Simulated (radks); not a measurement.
Values are calculated unless marked as measured or tabulated.
Removal energies from the tungsten ion W4+, [Xe] 4f14 5d(3/2: 2, 5/2: 0), by Delta-SCF beside the eigenvalue of the level emptied. Level of theory: Dirac Kohn-Sham, BLYP, spin-unpolarised, spherical densities, finite nucleus; Fermi nuclear charge, rms radius of each element as measured or else 0.836 A^(1/3) + 0.57 fm (a radial shooting solver on a logarithmic mesh with Libxc functionals). Sub-shells are occupied by j as written (lower j first in brackets).

| removed from | final configuration | Delta-SCF (eV) | -eigenvalue (eV) |
|---|---|---|---|
| 5d3/2 | [Xe] 4f14 5d(3/2: 1, 5/2: 0) | 50.595 | 43.916 |
| 4f7/2 | [Xe] 4f(5/2: 6, 7/2: 7) 5d(3/2: 2, 5/2: 0) | 87.782 | 75.105 |
| 4f5/2 | [Xe] 4f(5/2: 5, 7/2: 8) 5d(3/2: 2, 5/2: 0) | 90.127 | 77.351 |
| 5p3/2 | [Kr] 4d10 4f14 5s2 5p(1/2: 2, 3/2: 3) 5d(3/2: 2, 5/2: 0) | 90.529 | 82.316 |
